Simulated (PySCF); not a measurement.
Steps of a relaxation of [Eu(NO2)2]+

[Eu(NO2)2]+ (singlet in the valence; each metal's 4f electrons, 6 of them, lie in its core potential, out of spins and levels). PySCF 2.14.0, RKS PBE, Eu lcecp-1-SVP with ECP52, O def2-SVP, N def2-SVP; non-relativistic Hamiltonian with scalar-relativistic core potentials where named; density fitting; no spin-orbit coupling. Origin of the start: template. Columns: position (Å) and force (eV/Å). Energies are counted from the last step; some of the 6 steps are shown. Forces carry noise of the integration grid, about 0.01 to 0.03 eV/Å.

Run from Python with OMP_NUM_THREADS=2. Where DIIS fails, smearing, a level shift and second-order steps follow.
It took 25 s on 2 threads of Arm Neoverse V2, on a shared host, from the converged density of the start.

```xyz
7
step 0  E = 0.467 eV
Eu    0.0000    0.0000    0.0000     0.00    0.00    0.00
O     0.7495    0.7495    2.2476     0.27    0.27   -1.33
O    -0.7495   -0.7495    2.2476    -0.27   -0.27   -1.33
N     0.0000    0.0000    2.9376     0.00    0.00    0.75
O     0.7495   -0.7495   -2.2476     0.27   -0.27    1.33
O    -0.7495    0.7495   -2.2476    -0.27    0.27    1.33
N     0.0000    0.0000   -2.9376     0.00    0.00   -0.75
```

```xyz
7
step 2  E = 0.036 eV
Eu    0.0000    0.0000    0.0000     0.00    0.00    0.00
O     0.7549    0.7549    2.0784    -0.11   -0.11    0.24
O    -0.7549   -0.7549    2.0784     0.11    0.11    0.24
N     0.0000    0.0000    2.8128     0.00    0.00   -0.99
O     0.7549   -0.7549   -2.0784    -0.11    0.11   -0.24
O    -0.7549    0.7549   -2.0784     0.11   -0.11   -0.24
N     0.0000    0.0000   -2.8128     0.00    0.00    0.99
```

```xyz
7
step 3  E = 0.003 eV
Eu    0.0000    0.0000    0.0000     0.00    0.00    0.00
O     0.7585    0.7585    2.0394    -0.06   -0.06    0.19
O    -0.7585   -0.7585    2.0394     0.06    0.06    0.19
N     0.0000    0.0000    2.7613     0.00    0.00   -0.34
O     0.7585   -0.7585   -2.0394    -0.06    0.06   -0.19
O    -0.7585    0.7585   -2.0394     0.06   -0.06   -0.19
N     0.0000    0.0000   -2.7613     0.00    0.00    0.34
```

Q: Where does the relaxation end?

A: It converges at step 5 in D2d:
```xyz
7
step 5  E = 0
Eu    0.0000    0.0000    0.0000
O     0.7583    0.7583    2.0432
O    -0.7583   -0.7583    2.0432
N     0.0000    0.0000    2.7580
O     0.7583   -0.7583   -2.0432
O    -0.7583    0.7583   -2.0432
N     0.0000    0.0000   -2.7580
```

Q: How did the contacts change?

A: 
```
     contact  start (Å)  end (Å)
Eu1–O2 (NO2)      2.485    2.308
Eu1–O5 (NO2)      2.485    2.308
```


A frequency check found unstable modes (2, the lowest at -28 cm⁻¹), so the relaxed geometry is a saddle point, or these are noise. An lcecp potential fixes the number of 4f electrons, so in runs with it no electron can move into or out of that shell.
